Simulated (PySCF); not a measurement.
## [SeCl5]- at several levels of theory

All levels use the PBE0 minimum (singlet; Se–Cl 2.194 Å, Se–Cl 2.398 Å (×4); Cl–Se–Cl 89.9° (×4), Cl–Se–Cl 92.0° (×4), Cl–Se–Cl 176.0° (×2)), basis [Se def2-SVPD, Cl def2-SVPD], no relativity, density fitting, no spin–orbit coupling, PySCF. For vertical energies the ionised species is a doublet (spins chosen at PBE0 and kept). Open shells are unrestricted, also as the reference of the correlated levels. Dipoles are about the centre of mass. A dash marks a value that was not computed or is not defined at that level.

Z-matrix (Å, degrees; charge -1 multiplicity 1):
```
Se
Cl 1 2.1943
Cl 1 2.3979 2 92.00
Cl 1 2.3979 2 92.00 3 -90.00
Cl 1 2.3979 2 92.00 3 180.00
Cl 1 2.3979 2 92.00 3 90.00
```

```csv
level,vertical detachment energy (eV),−ε(HOMO) (eV),gap (eV),dipole (D)
PBE0,5.59,3.96,4.06,0.91
HF,4.85,6.01,9.22,1.32
MP2,5.82,–,–,–
PBE,?,?,?,?
r2SCAN,5.54,3.19,2.60,0.83
B3LYP,5.57,3.78,3.68,0.86
TPSSh,?,?,?,?
```

Q: Fill in the row of PBE.

A: vertical detachment energy (eV) 5.30, −ε(HOMO) (eV) 2.85, gap (eV) 2.28, dipole (D) 0.77.

Q: Fill in the row of TPSSh.

A: vertical detachment energy (eV) 5.53, −ε(HOMO) (eV) 3.47, gap (eV) 3.16, dipole (D) 0.84.

Spin contamination in at least one species weakens the values at: HF, MP2.

The lowest empty level of this anion is unbound, so it and the gap depend on the basis.
